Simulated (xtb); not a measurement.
C₆H₁₀O₃, singlet, at a GFN2-xTB geometry; GFN2-xTB with ALPB(acetonitrile) (xtb 6.7.1).

The xtb input:
```
$ xtb mol.xyz --gfn 2 --alpb acetonitrile --json

# file mol.xyz
19

C     -2.19476973    -1.45264741     0.31504317
C     -2.08052925    -0.13616820     0.17208109
C     -3.23546994     0.81403694     0.16297940
C     -0.75386637     0.50983176     0.00531913
O     -0.58462100     1.69762619    -0.12869987
O      0.26457662    -0.36915669     0.01753556
C      1.54681160     0.18293156    -0.13626971
O      2.43876739    -0.87865783    -0.09581127
C      3.77681107    -0.46671901    -0.23956522
H     -3.15745267    -1.92084808     0.43599517
H     -1.33135147    -2.09374126     0.31478252
H     -3.11968742     1.54359485     0.96250751
H     -4.17485376     0.28410548     0.28845617
H     -3.25178778     1.36638988    -0.77486146
H      1.74048409     0.90878887     0.67727850
H      1.60545588     0.72765636    -1.09859725
H      4.37792641    -1.37135784    -0.19300117
H      4.07102838     0.21487318     0.56731299
H      3.93652991     0.03445129    -1.20159558
```

Output, abridged:

```
   ID    Z sym.   atoms
    1    6 C      1-4, 7, 9
    2    8 O      5, 6, 8
    3    1 H      10-19

           -------------------------------------------------
          |                Calculation Setup                |
           -------------------------------------------------

           -------------------------------------------------
          |                 G F N 2 - x T B                 |
           -------------------------------------------------

      * Solvation model:               ALPB
        Solvent                        acetonitrile
        Parameter file                 internal GFN2-xTB/ALPB
        Dielectric constant                3.7500E+01
        Reference state                gsolv [1 M gas/solution]
        Free energy shift                  5.1987E-03 Eh       3.2622E+00 kcal/mol
        Temperature                        2.9815E+02 K
        Density                            7.8600E-01 kg/L
        Solvent mass                       4.1050E+01 g/mol
        Interaction kernel             P16
        Born radius scaling (c1)           1.7214E+00
        Born radii integrator          GBOBC
        Born offset                        0.0000E+00 a0       0.0000E+00 AA
        H-bond correction              true
        Ion screening                  false
        Surface tension                    1.0000E-05 Eh       1.5569E+01 dyn/cm
        Grid points                               230 per atom

          ...................................................
          :                      SETUP                      :
          :.................................................:
          :  # basis functions                  46          :
          :  # atomic orbitals                  46          :
          :  # shells                           28          :
          :  # electrons                        52          :
          :  max. iterations                   250          :
          :  Hamiltonian                  GFN2-xTB          :
          :  restarted?                      false          :
          :  GBSA solvation                   true          :
          :  PC potential                    false          :
          :  electronic temp.          300.0000000     K    :
          :  accuracy                    1.0000000          :
          :  -> integral cutoff          0.2500000E+02      :
          :  -> integral neglect         0.1000000E-07      :
          :  -> SCF convergence          0.1000000E-05 Eh   :
          :  -> wf. convergence          0.1000000E-03 e    :
          :  Broyden damping             0.4000000          :
          :  net charge                          0          :
          :  unpaired electrons                  0          :
          ...................................................

 iter      E             dE          RMSdq      gap      omega  full diag
   1    -30.3947295 -0.303947E+02  0.528E+00    4.05       0.0  T
   2    -30.4513809 -0.566514E-01  0.277E+00    3.64       1.0  T
   3    -30.4516489 -0.268026E-03  0.116E+00    3.76       1.0  T
   4    -30.4544305 -0.278156E-02  0.197E-01    3.68       1.0  T
   5    -30.4546904 -0.259953E-03  0.916E-02    3.74       1.0  T
   6    -30.4546756  0.148070E-04  0.594E-02    3.75       1.0  T
   7    -30.4547058 -0.301462E-04  0.134E-02    3.75       1.7  T
   8    -30.4547067 -0.982032E-06  0.476E-03    3.75       4.8  T
   9    -30.4547068 -0.498320E-07  0.189E-03    3.75      12.1  T
  10    -30.4547068 -0.636047E-08  0.663E-04    3.75      34.6  T
  11    -30.4547068 -0.101065E-08  0.226E-04    3.75     101.5  T

   *** convergence criteria satisfied after 11 iterations ***

         :::::::::::::::::::::::::::::::::::::::::::::::::::::
         ::                     SUMMARY                     ::
         :::::::::::::::::::::::::::::::::::::::::::::::::::::
         :: total energy             -30.129081321736 Eh    ::
[...]
                  HL-Gap            0.1378812 Eh            3.7519 eV
             Fermi-level           -0.3489290 Eh           -9.4948 eV

     #   Z          covCN         q      C6AA      α(0)
     1   6 C        2.844    -0.083    30.064     8.986
     2   6 C        2.937    -0.006    28.172     8.705
     3   6 C        3.759    -0.120    22.857     6.816
     4   6 C        2.739     0.351    21.043     7.511
     5   8 O        0.856    -0.438    22.450     6.353
     6   8 O        1.706    -0.262    18.343     5.783
     7   6 C        3.628     0.233    17.332     5.996
     8   8 O        1.702    -0.307    19.122     5.904
     9   6 C        3.664     0.023    20.454     6.487
    10   1 H        0.926     0.079     1.986     2.204
    11   1 H        0.926     0.075     2.033     2.230
    12   1 H        0.925     0.069     2.098     2.265
    13   1 H        0.925     0.068     2.109     2.271
    14   1 H        0.925     0.069     2.099     2.265
    15   1 H        0.922     0.033     2.547     2.496
    16   1 H        0.922     0.033     2.547     2.496
    17   1 H        0.925     0.089     1.891     2.151
    18   1 H        0.924     0.048     2.349     2.397
    19   1 H        0.924     0.048     2.349     2.397

 Mol. C6AA /au·bohr⁶  :       3235.817289
 Mol. C8AA /au·bohr⁸  :      70783.594095
 Mol. α(0) /au        :         85.711082

Wiberg/Mayer (AO) data.
largest (>0.10) Wiberg bond orders for each atom

 ---------------------------------------------------------------------------
     #   Z sym  total        # sym  WBO       # sym  WBO       # sym  WBO
 ---------------------------------------------------------------------------
     1   6 C    3.983 --     2 C    1.865    10 H    0.971    11 H    0.971
     2   6 C    3.983 --     1 C    1.865     3 C    1.029     4 C    1.003
     3   6 C    3.991 --     2 C    1.029    13 H    0.983    14 H    0.966
                            12 H    0.966
     4   6 C    3.901 --     5 O    1.714     6 O    1.101     2 C    1.003
     5   8 O    2.012 --     4 C    1.714     6 O    0.162
     6   8 O    2.304 --     4 C    1.101     7 C    0.958     5 O    0.162
     7   6 C    3.919 --     8 O    1.006     6 O    0.958    15 H    0.952
                            16 H    0.952
     8   8 O    2.080 --     7 C    1.006     9 C    0.974
     9   6 C    3.927 --    18 H    0.977    19 H    0.977    17 H    0.977
                             8 O    0.974
    10   1 H    0.994 --     1 C    0.971
    11   1 H    0.994 --     1 C    0.971
    12   1 H    0.995 --     3 C    0.966
    13   1 H    0.995 --     3 C    0.983
    14   1 H    0.995 --     3 C    0.966
    15   1 H    0.999 --     7 C    0.952
    16   1 H    0.999 --     7 C    0.952
    17   1 H    0.992 --     9 C    0.977
    18   1 H    0.998 --     9 C    0.977
    19   1 H    0.998 --     9 C    0.977
 ---------------------------------------------------------------------------

Topologies differ in total number of bonds
Writing topology from bond orders to xtbtopo.mol

molecular dipole:
                 x           y           z       tot (Debye)
 q only:        0.022      -0.544       0.054
   full:        0.137      -0.396       0.030       1.068
molecular quadrupole (traceless):
                xx          xy          yy          xz          yz          zz
 q only:       15.945       3.421     -10.149      -2.013       0.170      -5.796
  q+dip:       13.292       5.428     -10.203      -1.807       0.302      -3.089
   full:       13.980       5.187     -11.349      -1.799       0.486      -2.632

           -------------------------------------------------
          | TOTAL ENERGY              -30.129081321736 Eh   |
          | GRADIENT NORM               0.012833263500 Eh/α |
          | HOMO-LUMO GAP               3.751938471413 eV   |
           -------------------------------------------------

normal termination of xtb
```
